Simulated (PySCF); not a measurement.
CH3, SMILES [CH3+], charge +1. Heavy atoms are numbered as in [CH3+:1]. Hydrogens are named by the atom that carries them.

Geometry: ωB97X-D3(BJ)/def2-TZVPD.

These are CAM-B3LYP/def2-TZVPD in PySCF values and carry that method's errors.

Mulliken values depend strongly on the basis, most of all with diffuse functions as here. Atomic charges (e), one atom of each kind:

| atom | meta-Löwdin | Mulliken |
|---|---|---|
| C1 (CH3) | 0.26 | -0.07 |
| H on C1 | 0.25 | 0.36 |
